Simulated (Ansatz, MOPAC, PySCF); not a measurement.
System: Si2H4Cl, net charge 0, doublet state. SMILES: [SiH2][SiH2]Cl
Geometry: optimised at B3LYP-D3(BJ)/def2-TZVP (Ansatz, a program for electronic structure).

Unscaled harmonic wavenumbers (cm⁻¹) in rising order, each level at the stationary point that it reaches from this structure (no distance between atoms moves by over 0.3 Å); the order of modes can differ between levels, and a negative number is imaginary. B3LYP-D3(BJ)/def2-TZVP (PySCF, at the structure above): 95, 136, 383, 413, 500, 534, 573, 694, 818, 910, 954, 2189, 2211, 2218, 2235.

AM1 (MOPAC): 37, 124, 305, 364, 371, 415, 454, 587, 634, 740, 790, 2202, 2204, 2236, 2237. Zero-point energy 19.6 against 21.2 kcal/mol; where all levels lie over 400 cm⁻¹, the wavenumbers are on average 0.884 times those of B3LYP-D3(BJ)/def2-TZVP.

HF/3-21G (Ansatz): 92, 139, 394, 420, 470, 553, 596, 736, 851, 951, 1001, 2275, 2301, 2319, 2336. Zero-point energy 22.1 against 21.2 kcal/mol; where all levels lie over 400 cm⁻¹, the wavenumbers are on average 1.044 times those of B3LYP-D3(BJ)/def2-TZVP.
